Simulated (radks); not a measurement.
Task: The mean radii <r> (bohr) of the occupied orbitals of an atom or ion are listed with their occupations. Calculated with a radial shooting solver on a logarithmic mesh with Libxc functionals: non-relativistic Kohn-Sham, r2SCAN, spin-polarised, spherical densities, point nucleus; meta-GGA in the generalised Kohn-Sham scheme.

| orbital | occ. | <r> |
|---|---|---|
| 1s up | 1 | 0.1998 |
| 1s down | 1 | 0.1988 |
| 2p up | 3 | 0.9954 |
| 2p down | 1 | 1.057 |

Name the element and its charge. Open shells, if any, are filled with parallel spins first.

Result: Z = 8, oxygen, charge +2: O2+ in [He] 2p4. The 1s radius gives Z: for a bare nucleus <r> = 1.5/Z, 0.1875 bohr for Z = 8, and screening makes it slightly larger (0.1998 here). The occupations add up to 6, and the charge is Z minus that.
